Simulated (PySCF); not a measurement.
B3LYP has the VWN-RPA correlation part, as in Gaussian. Excitations are Tamm–Dancoff values on a coarser integration grid. The basis has no diffuse functions, so Rydberg states are missing or too high.

Cartesian coordinates (Å):
```xyz
9

C     -1.2724     0.3749    -0.1068
N     -0.2361    -0.5262     0.3825
B      1.1231    -0.3279     0.2326
N      2.3496    -0.1963    -0.0285
H     -1.9079    -0.1141    -0.8494
H     -0.8044     1.2362    -0.5799
H     -1.9026     0.7375     0.7091
H     -0.5672    -1.3536     0.8505
H      3.2179     0.1695     0.2950
```
Charge 0, spin multiplicity 1.

Q: Estimate the T1 excitation (TDA), S1–T1 gap (TDA), S1 oscillator strength, total energy and dipole moment that B3LYP-D3(BJ)/def2-TZVP (PySCF) returns for this input.

A: 
- T1 excitation (TDA) = 5.49 eV
- S1–T1 gap (TDA) = 0.25 eV
- S1 oscillator strength = 0.007
- total energy = -175.5868 Ha
- dipole moment = 2.71 D
